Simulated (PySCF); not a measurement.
hexafluorocyclobutene (C₄F₆), SMILES FC1=C(F)C(F)(F)C1(F)F. The structure is a stationary point at PBE0-D3(BJ)/def2-SVP.

Computed equilibrium geometry at PBE0-D3(BJ)/def2-SVP (PySCF confirms it by a frequency run) as a Z-matrix, and its point group:
point group C2v.
```
C
F 1 1.3373
F 1 1.3373 2 108.11
C 1 1.5004 2 116.46 3 133.36
F 4 1.3008 1 130.82 2 -64.73
C 4 1.3418 5 134.97 1 180.00
F 6 1.3008 4 134.97 5 0.00
C 6 1.5004 7 130.82 4 180.00
F 8 1.3373 6 116.46 7 -64.73
F 8 1.3373 9 108.11 6 -133.36
```
Charge 0, spin multiplicity 1.
